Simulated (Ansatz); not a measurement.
The same path of AlB$_{2}$H$_{7}$N (11 atoms, charge 1, multiplicity 1) was run twice with different band settings. The coordinate that changes most is the dihedral Al3–B1–B4–H11.

Theory: RKS r2SCAN-D4/6-31G* in Ansatz.

Relaxed end points:

```xyz
11
Properties=species:S:1:pos:R:3
B 0.249 0.094 0.908
N 1.271 -0.420 -0.164
Al -0.444 -0.886 -0.932
B -1.114 0.740 0.193
H 0.437 -0.107 2.062
H -0.069 1.401 0.648
H 1.838 0.298 -0.623
H 1.920 -1.127 0.191
H -0.939 -2.030 -1.861
H -1.031 0.877 -1.076
H -2.120 1.160 0.653
```

```xyz
11
Properties=species:S:1:pos:R:3
B 0.249 0.094 0.909
N 1.271 -0.420 -0.163
Al -0.444 -0.887 -0.931
B -1.114 0.739 0.193
H 0.439 -0.105 2.063
H -0.070 1.400 0.648
H 1.839 0.297 -0.624
H 1.920 -1.127 0.192
H -0.939 -2.029 -1.863
H -2.121 1.160 0.652
H -1.031 0.877 -1.076
```

Common settings: movable images 7; climbing image yes; optimiser quadratic models (default); start path IDPP; force threshold 0.05 eV/Å; end points relaxed.

| run | spring | iteration limit |
| --- | --- | --- |
| 1 | 5.0 eV/Å² | 43 |
| 2 | 0.5 eV/Å² | 28 |

What does each run give, and how far can it be trusted?

Run 1: converged after 41 iterations, highest image 1.318 eV above the first end. The profile has 3 maxima (images 1, 4, 6) with wells between them (images 3, 5): this band takes more than one step, which may be the mechanism or a detour left from its start path. The dihedral Al3–B1–B4–H11 jumps by 109° between images 6 and 7, so the path isn't resolved there. A vibrational analysis at the climbing image gives one clearly imaginary mode, 983i cm⁻¹: a first-order saddle point.
Run 2: not converged after 28 iterations, highest image 1.319 eV above the first end. The band didn't meet its force threshold, so its energies are provisional: the largest band force was still 0.15 eV/Å, and over the last iterations the top stayed at 1.32 eV. Neighbouring images lie up to 2.2 Å apart, so the band is torn or far too coarse.
